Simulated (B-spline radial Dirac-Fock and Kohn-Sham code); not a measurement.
La⁴⁺: non-radiative channels of the L3 vacancy

System: the La⁴⁺ ion, [Kr] 4d10 5s2 5p5.

Level of theory: one-electron (LDA, Dirac) transition rates at Dirac-Fock energies; a radial finite-basis atomic code. Kinetic energies are configuration averages from the vacuum level; the two-hole energies are estimated from single-hole states.

```
transition  kinetic energy (eV)  width (meV)  share (%)
   L3-M1M3               2887.1         82.5        3.0
   L3-M2M3               3041.1          140        5.0
   L3-M3M3               3122.1          190        6.8
   L3-M2M5               3331.0         87.3        3.1
   L3-M3M4               3396.9          201        7.2
   L3-M3M5               3416.9          301       10.8
   L3-M4M4               3670.3         30.4        1.1
   L3-M4M5               3686.2          585       21.1
   L3-M5M5               3704.3          390       14.0
   L3-M3N3                    –         68.0        2.5
   L3-M3N4               4173.3         34.7        1.2
   L3-M3N5               4176.6         51.1        1.8
   L3-M5N3                    –         47.9        1.7
   L3-M4N5               4453.5         76.4        2.8
   L3-M5N4               4467.2         90.8        3.3
   L3-M5N5               4470.9          114        4.1
```

A dash stands for an energy that rests on an unreliable hole state.

The listed channels hold 90 % of the non-radiative rate. Summed by principal shells, of 2.78 eV in all: LMM 73.4 %, LMN 23.1 %, LNN 1.8 %, LMO 1.4 %, LNO 0.2 %.

Values without a named source are computed, but for edge energies of neutral atoms, which are taken from tables.
